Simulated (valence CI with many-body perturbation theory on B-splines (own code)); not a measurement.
Values are calculated unless marked as measured or tabulated.
## Ladder of approximations for Se²⁷⁺

Method: valence CI with perturbative core correlation (CI+MBPT): five valence electrons over a frozen Dirac-Fock core [He], a basis of 9 s, 9 p, 8 d, 6 f, 3 g, 1 h functions for each j, with the one-electron correlation potential Σ1 (screened to all orders), the two-electron term Σ2, the three-electron term Σ3, Breit, model QED; selected single and double excitations, second order for the rest (own B-spline code, finite nucleus).

No measured spectrum was set against this ion. As an estimate, large intervals hold to a few tenths of a per cent, small ones and those within an open d or f shell to about a per cent. Among the levels kept, up to 1500 cm⁻¹ of a level comes from second order outside the variational space, and about a tenth of that is noise between levels of different J, which matters for small intervals.

Each rung adds one term. CI alone is the Dirac-Coulomb CI over the frozen core; QED comes last and gives the full result, which names the levels. Energies are above (2s^2 2p1/2^2 2p3/2) J=3/2 on the same rung, in × 10³ cm⁻¹.

Levels are named by their leading jj configuration (3d3/2^4 stands for four electrons in 3d with j = 3/2), which in mixed levels can hold well under half, so a name can repeat and another be missing. Letters in brackets count levels of one name in rising energy.

```tsv
Level	CI alone	+ Σ1	+ Σ2	+ Σ3	+ Breit	Full
(2s^2 2p1/2 2p3/2^2) J=3/2	302.59	302.80	302.75	302.69	297.89	298.57
(2s^2 2p1/2 2p3/2^2) J=5/2	402.16	402.40	402.54	402.32	389.72	390.49
(2s^2 2p1/2 2p3/2^2) J=1/2	517.52	517.75	518.43	518.04	513.32	513.92
(2s^2 2p3/2^3) J=3/2	805.49	805.95	806.44	806.12	791.74	793.13
(2s 2p1/2^2 2p3/2^2) J=5/2	1238.8	1237.5	1236.3	1236.0	1234.1	1225.7
(2s 2p1/2 2p3/2^3) J=3/2 [a]	1449.9	1448.8	1447.5	1447.0	1444.6	1436.6
(2s 2p1/2^2 2p3/2^2) J=1/2	1465.1	1463.9	1463.0	1462.4	1463.0	1454.9
(2s 2p1/2 2p3/2^3) J=3/2 [b]	1726.3	1725.2	1723.4	1722.4	1719.7	1711.7
(2s 2p1/2 2p3/2^3) J=5/2	1823.2	1822.2	1820.7	1819.8	1809.6	1801.9
(2s 2p1/2 2p3/2^3) J=1/2	1967.9	1966.8	1964.8	1963.6	1961.4	1953.5
(2s 2p1/2 2p3/2^3) J=3/2 [c]	2053.9	2052.8	2049.8	2048.2	2040.5	2032.7
(2s 2p3/2^4) J=1/2	2383.8	2382.9	2380.6	2379.1	2368.2	2361.1
(2p1/2^2 2p3/2^3) J=3/2	3095.6	3093.1	3088.7	3086.8	3089.3	3072.6
(2p1/2 2p3/2^4) J=1/2	3460.6	3458.3	3454.0	3452.2	3446.6	3430.6
(2s^2 2p1/2^2 3s) J=1/2	13339	13341	13341	13340	13334	13336
(2s^2 2p1/2 2p3/2 3s) J=3/2 [a]	13631	13633	13633	13632	13618	13621
(2s^2 2p1/2^2 3p1/2) J=1/2	13626	13627	13628	13627	13624	13623
(2s^2 2p1/2 2p3/2 3s) J=1/2	13667	13669	13670	13669	13654	13657
(2s^2 2p1/2 2p3/2 3s) J=5/2	13714	13716	13717	13716	13695	13698
```

Problem. How does the ionisation energy move along the ladder, and which term matters most?

Solution. CI alone 2964.1, + Σ1 2964.3, + Σ2 2964.4, + Σ3 2964.3, + Breit 2963.2, + QED 2963.2 eV. The largest step is Breit, -1.1 eV. NIST lists 2964 ± 22 eV (semi-empirical).
